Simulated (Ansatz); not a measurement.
Mulliken charges of `C=C[Te][SiH3]` from r2SCAN/def2-TZVPP in Ansatz (PBE0-D4/def2-TZVP geometry).

| atom | x (Å) | y (Å) | z (Å) | charge (e) |
| --- | --- | --- | --- | --- |
| C1 | -0.768 | 1.664 | -1.454 | -0.174 |
| C2 | 0.107 | 0.939 | -0.774 | -0.151 |
| Te3 | 0.167 | 0.876 | 1.328 | 0.037 |
| Si4 | 0.438 | -1.599 | 1.401 | 0.202 |
| H5 | -0.715 | 1.720 | -2.538 | 0.089 |
| H6 | -1.561 | 2.225 | -0.971 | 0.086 |
| H7 | 0.892 | 0.383 | -1.277 | 0.086 |
| H8 | -0.807 | -2.311 | 1.017 | -0.057 |
| H9 | 1.527 | -2.001 | 0.473 | -0.058 |
| H10 | 0.803 | -1.948 | 2.797 | -0.059 |

Q: By hand: the dipole of these point charges (1 e Å = 4.8032 D).

A: Σ q r = (0.001, 0.018, 0.032) e Å, of length 0.037 e Å = 0.18 D.

Q: How does the dipole of the full density compare? (Best estimate.)

A: Computed: (-0.014, -0.051, -0.167) e Å, 0.84 D; the point charges give 0.21 times that, at 167° from its direction, so they point the opposite way.

Point charges leave out the atoms' own dipoles, such as those of lone pairs, and Mulliken's split depends on the basis, so the two needn't agree.
